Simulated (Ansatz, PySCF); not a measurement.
The pair A = CH4O (SMILES CO) (first 6 atoms), B = C2H6O (SMILES COC); geometry from B3LYP-D3(BJ)/def2-TZVP.
(charge 0, multiplicity 1):
| atom | x (Å) | y (Å) | z (Å) |
|---|---|---|---|
| C | 0.1363 | -0.0718 | -0.2436 |
| O | 0.3762 | 0.9196 | 0.7360 |
| H | 0.7891 | -0.9452 | -0.1216 |
| H | 0.3425 | 0.3716 | -1.2182 |
| H | -0.9047 | -0.4182 | -0.2399 |
| H | 0.2018 | 0.5354 | 1.6109 |
| C | -1.0800 | 0.5262 | 4.0275 |
| O | -0.0504 | -0.1458 | 3.3240 |
| C | 1.1786 | -0.1643 | 4.0286 |
| H | -0.8081 | 1.5695 | 4.2246 |
| H | -1.2912 | 0.0274 | 4.9801 |
| H | -1.9699 | 0.4998 | 3.4018 |
| H | 1.5355 | 0.8527 | 4.2269 |
| H | 1.9025 | -0.6818 | 3.4023 |
| H | 1.0743 | -0.6974 | 4.9803 |

Rows in 6-31G* carry no dispersion term and start afresh at each structure (6-31G* with six Cartesian d functions). MP2/6-31G* freezes PySCF's default core.

Run with Ansatz (Gaussian orbitals); PySCF for 6-31G* rows. Each number belongs to the level named beside it.

Total energies (hartree), monomers frozen at their geometry in the pair:

```json
[
 {"structure": "AB", "B3LYP/6-31G*": "-270.7499767", "B3LYP/def2-TZVPPD": "-270.8850184", "MP2/6-31G*": "-269.8616594"},
 {"structure": "A in the pair's basis", "B3LYP/6-31G*": "-115.7153561", "B3LYP/def2-TZVPPD": "-115.7803515", "MP2/6-31G*": "-115.3474521"},
 {"structure": "B in the pair's basis", "B3LYP/6-31G*": "-155.0269304", "B3LYP/def2-TZVPPD": "-155.0973933", "MP2/6-31G*": "-154.5061835"},
 {"structure": "A", "B3LYP/6-31G*": "-115.7143029", "B3LYP/def2-TZVPPD": "-115.7802952", "MP2/6-31G*": "-115.3459962"},
 {"structure": "B", "B3LYP/6-31G*": "-155.0247281", "B3LYP/def2-TZVPPD": "-155.0973258", "MP2/6-31G*": "-154.5031900"}
]
```

Problem. Work out the interaction energy without and with the counterpoise correction, and the superposition error, for each level.

Solution. 
E(AB) − E(A) − E(B), times 627.509 kcal/mol, with the monomers in their own basis and then in the pair's basis:
- B3LYP/6-31G*: -6.87 uncorrected, -4.83 corrected; the monomers gain 2.04 kcal/mol from borrowed functions
- B3LYP/def2-TZVPPD: -4.64 uncorrected, -4.56 corrected; the monomers gain 0.08 kcal/mol from borrowed functions
- MP2/6-31G*: -7.83 uncorrected, -5.03 corrected; the monomers gain 2.79 kcal/mol from borrowed functions

Ansatz is a program for electronic structure.
